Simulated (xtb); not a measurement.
xtb input (GFN2-xTB):

```bash
xtb mol.xyz --gfn 2 --ohess tight --chrg 0 --uhf 0
```
mol.xyz:
```
12

N     -0.85047254     1.36955232    -0.59659588
Si     0.02430085     0.02891171    -0.03009368
N     -1.18100901    -1.18110934     0.28169252
N      0.91244779    -0.01089487     1.43274855
O      1.10119346    -0.22114825    -1.20470578
H     -1.57512190     1.81784000    -0.03294576
H     -0.35977003     2.08711642    -1.14572449
H     -1.00409123    -2.06713205     0.77436403
H     -1.98527568    -1.32865467    -0.35118364
H      1.75284482     0.55092683     1.48344082
H      0.47881375    -0.01108108     2.33836872
H      1.80483009    -0.82137475    -1.02671236
```

Output:

```
           -------------------------------------------------
          |                Calculation Setup                |
           -------------------------------------------------

           -------------------------------------------------
          |                 G F N 2 - x T B                 |
           -------------------------------------------------

        Reference                      10.1021/acs.jctc.8b01176
      * Hamiltonian:
        H0-scaling (s, p, d)           1.850000    2.230000    2.230000
        zeta-weighting                 0.500000
      * Dispersion:
        s8                             2.700000
        a1                             0.520000
        a2                             5.000000
        s9                             5.000000
      * Repulsion:
        kExp                           1.500000    1.000000
        rExp                           1.000000
      * Coulomb:
        alpha                          2.000000
        third order                    shell-resolved
        anisotropic                    true
        a3                             3.000000
        a5                             4.000000
        cn-shift                       1.200000
        cn-exp                         4.000000
        max-rad                        5.000000

          ...................................................
          :                      SETUP                      :
          :.................................................:
          :  # basis functions                  33          :
          :  # atomic orbitals                  32          :
          :  # shells                           18          :
          :  # electrons                        32          :
          :  max. iterations                   250          :
          :  Hamiltonian                  GFN2-xTB          :
          :  restarted?                      false          :
          :  GBSA solvation                  false          :
          :  PC potential                    false          :
          :  electronic temp.          300.0000000     K    :
          :  accuracy                    1.0000000          :
          :  -> integral cutoff          0.2500000E+02      :
          :  -> integral neglect         0.1000000E-07      :
          :  -> SCF convergence          0.1000000E-05 Eh   :
          :  -> wf. convergence          0.1000000E-03 e    :
          :  Broyden damping             0.4000000          :
          :  net charge                          0          :
          :  unpaired electrons                  0          :
          ...................................................

 iter      E             dE          RMSdq      gap      omega  full diag
   1    -18.3798125 -0.183798E+02  0.483E+00    7.71       0.0  T
   2    -18.3923802 -0.125677E-01  0.253E+00    8.28       1.0  T
   3    -18.3906982  0.168198E-02  0.918E-01    7.75       1.0  T
   4    -18.3957964 -0.509822E-02  0.366E-01    8.10       1.0  T
   5    -18.3966424 -0.845943E-03  0.137E-01    7.96       1.0  T
   6    -18.3967118 -0.694180E-04  0.308E-02    7.99       1.0  T
[...]
   1 H    7 N           6     1.0056715     1.0073062     1.0044632
   1 H    8 O           1     0.9524933     0.9524933     0.9524933
   7 N   14 Si          3     1.7289410     1.7374741     1.7232549
   8 O   14 Si          1     1.6378248     1.6378248     1.6378248

           -------------------------------------------------
          |               Frequency Printout                |
           -------------------------------------------------
 projected vibrational frequencies (cm⁻¹)
eigval :       -0.00    -0.00    -0.00     0.00     0.00     0.00
eigval :      142.46   176.27   188.04   201.11   234.75   260.00
eigval :      264.15   281.00   289.59   454.55   529.58   578.42
eigval :      743.42   789.14   810.86   821.00   833.93   876.04
eigval :      952.13   970.49  1514.09  1524.45  1536.24  3485.42
eigval :     3497.24  3507.16  3525.25  3533.48  3547.80  3696.80
 reduced masses (amu)
   1: 14.66   2: 12.71   3: 13.63   4: 15.47   5: 16.35   6: 15.88   7:  3.41   8:  8.10
   9:  5.20  10:  2.53  11:  6.24  12:  7.45  13: 13.99  14: 15.76  15: 12.47  16:  3.82
  17:  4.31  18:  4.39  19: 12.97  20:  3.64  21:  4.95  22:  4.65  23:  4.51  24: 16.89
  25: 17.46  26: 17.92  27:  2.49  28:  2.43  29:  2.34  30:  1.59  31:  1.54  32:  1.53
  33:  2.05  34:  2.11  35:  2.12  36:  1.88
 IR intensities (km·mol⁻¹)
   1:  0.28   2:  0.20   3:  0.45   4:  0.18   5:  0.11   6:  0.09   7: 16.62   8:  5.24
   9:  8.09  10:  7.53  11: 21.65  12: 35.15  13:  7.87  14: 43.30  15: 60.52  16:278.43
  17:221.85  18:187.74  19: 13.79  20: 14.11  21: 13.02  22: 11.22  23:172.24  24:229.60
  25:337.18  26:449.79  27: 62.38  28: 47.92  29: 40.07  30:  1.22  31:  0.43  32:  1.08
  33:  3.38  34:  3.57  35:  2.58  36: 10.79
 Raman intensities (Ä⁴*amu⁻¹)
   1:  0.00   2:  0.00   3:  0.00   4:  0.00   5:  0.00   6:  0.00   7:  0.00   8:  0.00
   9:  0.00  10:  0.00  11:  0.00  12:  0.00  13:  0.00  14:  0.00  15:  0.00  16:  0.00
  17:  0.00  18:  0.00  19:  0.00  20:  0.00  21:  0.00  22:  0.00  23:  0.00  24:  0.00
  25:  0.00  26:  0.00  27:  0.00  28:  0.00  29:  0.00  30:  0.00  31:  0.00  32:  0.00
Molecule has no symmetry elements
It seems to be the C1 point group
  33:  0.00  34:  0.00  35:  0.00  36:  0.00
 output can be read by thermo (or use thermo option).
 writing <g98.out> molden fake output.
 recommended (thermochemical) frequency scaling factor: 1.0
           -------------------------------------------------
          |             Thermodynamic Functions             |
           -------------------------------------------------

c1  symmetry found (for desy threshold:  0.10E+00) used in thermo

          ...................................................
          :                      SETUP                      :
          :.................................................:
          :  # frequencies                          30      :
          :  # imaginary freq.                       0      :
          :  linear?                             false      :
          :  only rotor calc.                    false      :
          :  symmetry                               c1      :
          :  rotational number                       1      :
          :  scaling factor                  1.0000000      :
          :  rotor cutoff                   50.0000000 cm⁻¹ :
          :  imag. cutoff                  -20.0000000 cm⁻¹ :
          :.................................................:

    mode    ω/cm⁻¹     T·S(HO)/kcal·mol⁻¹    T·S(FR)/kcal·mol⁻¹   T·S(vib)
   ------------------------------------------------------------------------
       1    142.46    -0.82605 ( 98.51%)    -0.74612 (  1.49%)    -0.82485
       2    176.27    -0.70587 ( 99.36%)    -0.68308 (  0.64%)    -0.70572
       3    188.04    -0.66997 ( 99.50%)    -0.66395 (  0.50%)    -0.66994
       4    201.11    -0.63296 ( 99.62%)    -0.64406 (  0.38%)    -0.63300
       5    234.75    -0.54929 ( 99.79%)    -0.59826 (  0.21%)    -0.54940
       6    260.00    -0.49545 ( 99.86%)    -0.56800 (  0.14%)    -0.49555
       7    264.15    -0.48724 ( 99.87%)    -0.56333 (  0.13%)    -0.48734
       8    281.00    -0.45544 ( 99.90%)    -0.54501 (  0.10%)    -0.45553
       9    289.59    -0.44017 ( 99.91%)    -0.53609 (  0.09%)    -0.44026
   ------------------------------------------------------------------------

   temp. (K)  partition function   enthalpy   heat capacity  entropy
                                   cal/mol     cal/K/mol   cal/K/mol   J/K/mol
 298.15  VIB   72.9                 3707.414     24.580     20.957
         ROT  0.124E+06              888.752      2.981     26.283
         INT  0.902E+07             4596.167     27.560     47.240
         TR   0.870E+27             1481.254      4.968     39.489
         TOT                        6077.4206    32.5286    86.7284   362.8718

       T/K    H(0)-H(T)+PV         H(T)/Eh          T*S/Eh         G(T)/Eh
   ------------------------------------------------------------------------
    298.15    0.968499E-02    0.100276E+00    0.412075E-01    0.590685E-01
   ------------------------------------------------------------------------

         :::::::::::::::::::::::::::::::::::::::::::::::::::::
         ::                  THERMODYNAMIC                  ::
         :::::::::::::::::::::::::::::::::::::::::::::::::::::
         :: total free energy         -18.153134050348 Eh   ::
         ::.................................................::
         :: total energy              -18.212202569841 Eh   ::
         :: zero point energy           0.090591010276 Eh   ::
         :: G(RRHO) w/o ZPVE           -0.031522490783 Eh   ::
         :: G(RRHO) contrib.            0.059068519493 Eh   ::
         :::::::::::::::::::::::::::::::::::::::::::::::::::::

optimized geometry written to: xtbopt.xyz

           -------------------------------------------------
          | TOTAL ENERGY              -18.212202569841 Eh   |
          | TOTAL ENTHALPY            -18.111926573293 Eh   |
          | TOTAL FREE ENERGY         -18.153134050348 Eh   |
          | GRADIENT NORM               0.000258523875 Eh/α |
          | HOMO-LUMO GAP               7.923821857730 eV   |
           -------------------------------------------------

------------------------------------------------------------------------
Note: The following floating-point exceptions are signalling: IEEE_UNDERFLOW_FLAG IEEE_DENORMAL
normal termination of xtb
------------------------------------------------------------------------
 total:
 SCF:
 ANC optimizer:
 analytical hessian:
```
